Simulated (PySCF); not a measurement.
## `C=C[P@@H+]1C[C@@H](C)[C@H]1C`, [C7H14P]+, charge +1

Molfile (atoms numbered from 1):
```
C7H14P
     RDKit          3D

 22 22  0  0  0  0  0  0  0  0999 V2000
    3.5620    0.2941   -0.5046 C   0  0  0  0  0  0  0  0  0  0  0  0
    2.5530    0.3285    0.3569 C   0  0  0  0  0  0  0  0  0  0  0  0
    0.8414    0.3819   -0.1607 P   0  0  2  0  0  0  0  0  0  0  0  0
   -0.3399    1.4985    0.6657 C   0  0  0  0  0  0  0  0  0  0  0  0
   -1.4059    0.3650    0.6684 C   0  0  1  0  0  0  0  0  0  0  0  0
   -2.3825    0.5300   -0.4817 C   0  0  0  0  0  0  0  0  0  0  0  0
   -0.4030   -0.8184    0.4758 C   0  0  1  0  0  0  0  0  0  0  0  0
   -0.7834   -2.0112   -0.3771 C   0  0  0  0  0  0  0  0  0  0  0  0
    4.5851    0.2563   -0.1669 H   0  0  0  0  0  0  0  0  0  0  0  0
    3.4112    0.3033   -1.5730 H   0  0  0  0  0  0  0  0  0  0  0  0
    2.7016    0.3144    1.4306 H   0  0  0  0  0  0  0  0  0  0  0  0
    0.8088    0.4966   -1.5362 H   0  0  0  0  0  0  0  0  0  0  0  0
   -0.6183    2.4095    0.1386 H   0  0  0  0  0  0  0  0  0  0  0  0
    0.0110    1.7574    1.6670 H   0  0  0  0  0  0  0  0  0  0  0  0
   -1.9592    0.2945    1.6054 H   0  0  0  0  0  0  0  0  0  0  0  0
   -2.9830    1.4236   -0.3298 H   0  0  0  0  0  0  0  0  0  0  0  0
   -1.8567    0.6274   -1.4311 H   0  0  0  0  0  0  0  0  0  0  0  0
   -3.0585   -0.3184   -0.5397 H   0  0  0  0  0  0  0  0  0  0  0  0
   -0.0509   -1.1586    1.4573 H   0  0  0  0  0  0  0  0  0  0  0  0
   -1.6252   -2.5296    0.0762 H   0  0  0  0  0  0  0  0  0  0  0  0
    0.0474   -2.7109   -0.4416 H   0  0  0  0  0  0  0  0  0  0  0  0
   -1.0654   -1.7144   -1.3836 H   0  0  0  0  0  0  0  0  0  0  0  0
  1  2  2  0
  2  3  1  0
  3  4  1  0
  4  5  1  0
  5  6  1  0
  5  7  1  0
  7  8  1  0
  7  3  1  0
  1  9  1  0
  1 10  1  0
  2 11  1  0
  3 12  1  6
  4 13  1  0
  4 14  1  0
  5 15  1  1
  6 16  1  0
  6 17  1  0
  6 18  1  0
  7 19  1  1
  8 20  1  0
  8 21  1  0
  8 22  1  0
M  CHG  1   3   1
M  END
```

Computed, not measured: PySCF 2.14.0, GIAO PBE0/pcSseg-1 magnetisability, rotational g tensor and spin-rotation constants, non-relativistic, gas phase. Geometry: GFN2-xTB.

For an ion the centre-of-mass motion in the field is neglected.

Give the nuclear spin-rotation constants along the inertial axes (H = +C I·J) beside the isotropic shieldings.

Rotational constants 3.0913, 1.1043, 0.9264 GHz. A star marks the isotopologue with that one atom substituted, in its own axes.
| atom | isotope | Caa (kHz) | Cbb (kHz) | Ccc (kHz) | mean (kHz) | σ (ppm) |
| --- | --- | --- | --- | --- | --- | --- |
| P3 | 31P | 5.029 | 1.743 | 1.516 | 2.763 | 302.5 |
| H9 | 1H | 0.221 | -0.139 | -0.084 | -0.001 | 24.2 |
| H10 | 1H | -0.323 | -0.141 | 0.073 | -0.130 | 24.6 |
| H11 | 1H | -0.322 | -0.141 | 0.059 | -0.135 | 25.2 |
| H12 | 1H | -0.371 | -0.141 | 0.053 | -0.153 | 25.5 |
| H13 | 1H | -0.369 | -0.047 | -0.066 | -0.161 | 29.1 |
| H14 | 1H | -0.350 | -0.100 | -0.016 | -0.155 | 28.2 |
| H15 | 1H | -0.220 | -0.128 | -0.025 | -0.124 | 28.6 |
| H16 | 1H | -0.254 | -0.025 | -0.118 | -0.133 | 29.9 |
| H17 | 1H | -0.248 | -0.152 | -0.028 | -0.143 | 30.7 |
| H18 | 1H | -0.156 | -0.063 | -0.117 | -0.112 | 30.0 |
| H19 | 1H | -0.344 | -0.137 | 0.024 | -0.152 | 27.7 |
| H20 | 1H | -0.090 | -0.117 | -0.095 | -0.101 | 30.0 |
| H21 | 1H | -0.182 | -0.055 | -0.123 | -0.120 | 30.2 |
| H22 | 1H | -0.361 | -0.134 | -0.001 | -0.165 | 30.1 |
| C1 | 13C* | 1.364 | 0.151 | 0.440 | 0.652 | 26.4 |
| C2 | 13C* | 1.131 | 0.157 | 0.345 | 0.544 | 65.6 |
| C4 | 13C* | 0.373 | 0.190 | 0.170 | 0.244 | 154.5 |
| C5 | 13C* | 0.583 | 0.149 | 0.157 | 0.296 | 150.8 |
| C6 | 13C* | 0.450 | 0.149 | 0.127 | 0.242 | 167.8 |
| C7 | 13C* | 0.465 | 0.199 | 0.206 | 0.290 | 137.7 |
| C8 | 13C* | 0.397 | 0.139 | 0.128 | 0.221 | 172.9 |

For the geometry as given, no vibrational averaging.

How do the rotational constants and the g tensor change when H9, H10, H11, H12, H13, H14, H15, H16, H17, H18, H19, H20, H21, H22 are replaced by deuterium?

Constants 2.3738, 0.9214, 0.7784 GHz; g -0.0017, 0.0100, 0.0003, against -0.0022, 0.0120, 0.0003 before.
